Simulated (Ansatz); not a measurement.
# Telling isomers of BGeH8NO apart by their spectra

These gas-phase data were calculated for one isomer of BGeH8NO at B3LYP-D3(BJ)/def2-SVP (harmonic, unscaled wavenumbers; equilibrium rotational constants with average atomic masses):

- rotational constants: 7.083, 2.377, 1.926 GHz
- all wavenumbers above 1500 cm⁻¹: 3872, 3560, 3540, 3429, 2456, 2095, 2035, 2021, 1623, 1604

Candidates:

(1) `[NH3+][B@H-](O)[GeH3]`, a singlet
(2) `O[BH2-][NH2+][GeH3]`, a singlet
(3) `[NH3+][BH2-][O][GeH3]`, a singlet

Task: Which candidate do the data belong to?

Result: Candidate (1). 3 modes lie between 3250 and 3800 cm⁻¹, one for each N–H bond, while (2) has 2. 1 mode lies between 2350 and 2900 cm⁻¹, one for each B–H bond, while (3) has 2.

The same quantities for all candidates:

```
     rotational constants (GHz)                                 wavenumbers above 1500 cm⁻¹  E above the lowest, B3LYP-D3(BJ)/def2-SVP (kcal/mol)
(1)         7.083, 2.377, 1.926  3872, 3560, 3540, 3429, 2456, 2095, 2035, 2021, 1623, 1604                                                   7.2
(2)         8.703, 2.851, 2.332        3895, 3559, 3484, 2423, 2386, 2215, 2196, 2096, 1565                                                   6.7
(3)          22.2, 1.641, 1.593  3579, 3556, 3444, 2397, 2371, 2133, 2106, 2101, 1623, 1596                                                   0.0
```

Harmonic stretches to hydrogen usually lie a few per cent above observed fundamentals. Each candidate is one conformer. Programs: Ansatz 0.2.0.
